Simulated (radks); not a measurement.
Neutral strontium, configuration [Kr] 6s2 (not the ground configuration). All-electron calculation, scalar-relativistic Kohn-Sham, r2SCAN, spin-polarised, spherical densities, finite nucleus; meta-GGA in the generalised Kohn-Sham scheme; Fermi nuclear charge, rms radius 4.224 fm. Program: a radial shooting solver on a logarithmic mesh with Libxc functionals. Some entries of the table are withheld. Estimate them.

orbital  occ.  eigenvalue (eV)  <1/r> (bohr^-1)  <r> (bohr)
1s          2              (1)            38.99     0.03917
2s          2              (2)            8.719         (3)
2p          6        -1936.030            8.497      0.1504
3s          2        -347.7643            2.925      0.4909
3p          6        -267.9396            2.765         (4)
3d         10        -136.6498            2.506      0.4982
4s          2         -48.7052           0.9856       1.359
4p          6         -29.9216              (5)       1.552
6s          2          -1.8031              (6)       8.936

Answer. 
(1) 1s eigenvalue (eV): -15982.53
(2) 2s eigenvalue (eV): -2180.616
(3) 2s <r> (bohr): 0.1723
(4) 3p <r> (bohr): 0.4977
(5) 4p <1/r> (bohr^-1): 0.8520
(6) 6s <1/r> (bohr^-1): 0.1461
